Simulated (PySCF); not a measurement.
Species: CH5F2NSi.
SMILES with atom numbers: `[CH3:1][NH:2][SiH:3]([F:4])[F:5]` (hydrogens: H6, H7, H8 on C1; H9 on N2; H10 on Si3)

The calculation used PBE0-D3(BJ)/def2-SVP geometry optimisation, gas phase in PySCF 2.14.0.

Question: List the bond lengths, angles and torsions at this level.

Answer: 
| bond | length (Å) | order |
| --- | --- | --- |
| C1–N2 | 1.445 | single |
| N2–Si3 | 1.696 | single |
| Si3–F4, Si3–F5 | 1.614 | single |
| C1–H6, C1–H7, C1–H8 | 1.103 | single |
| N2–H9 | 1.013 | single |
| Si3–H10 | 1.478 | single |

Bonds in one row agree within 0.01 Å and their mean is given. Orders are formal, as drawn. A selection of angles:
| angle | degrees |
| --- | --- |
| N2–C1–H6 | 113.2 |
| N2–C1–H7 | 111.5 |
| N2–C1–H8 | 109.8 |
| H6–C1–H7 | 107.8 |
| C1–N2–Si3 | 126.2 |
| C1–N2–H9 | 115.4 |
| Si3–N2–H9 | 118.3 |
| N2–Si3–F4 | 107.3 |
| N2–Si3–H10 | 119.0 |
| F4–Si3–F5 | 109.8 |
| F4–Si3–H10 | 106.6 |
| F5–Si3–H10 | 105.6 |

Dihedral angles: C1–N2–Si3–F4 -158° (antiperiplanar). The mirror-image conformer, all signs reversed, is as good.

Of the pairs four or more bonds apart, F5···H8 is among the closest relative to their van der Waals radii: 2.71 Å, 102 % of the sum of Bondi's values. Si3 (fluorine-bound silicon) is distorted tetrahedral (angles from 105.6° to 119.0°). N2 (silicon-bound nitrogen) is planar (angles 126.2°, 118.3° and 115.4°, sum 359.9°, 0.03 Å off the plane of its three neighbours).

Point group: C1 (no symmetry element, even within 0.4 Å). No frequency check. The numbers are those of one conformer.
